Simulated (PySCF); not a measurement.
# SnH₃⁺: one-bond stretch

These are results of PBE0 in PySCF with Sn def2-TZVP with ECP28, H def2-TZVP; scalar-relativistic core potentials, no spin–orbit coupling; density-fitted integrals, not measurements.

Rigid scan from the singlet minimum (Sn–H 1.686 Å (×3); H–Sn–H 120.0° (×3)). Coordinate: the bond from Sn to the last atom (H) scaled, the rest fixed. Energies in kJ/mol from the minimum.

Q: Predict the curve at 0.92, 0.96, 1.00, 1.05, 1.12, 1.20, 1.35, 1.55, 1.80, 2.20.

A: 
```csv
scale of one bond,E (kJ/mol),"dipole size (D, about the centre of mass)"
0.92,16.2,0.05
0.96,3.7,0.03
1.00,0.0,0.00
1.05,4.6,0.02
1.12,23.1,0.04
1.20,54.5,0.04
1.35,125.7,0.05
1.55,220.2,–
1.80,316.7,–
2.20,413.9,–
```

At long bonds a restricted determinant can lie too high, and another spin state can fall below this curve.

Other isomers or separated fragments may lie lower.
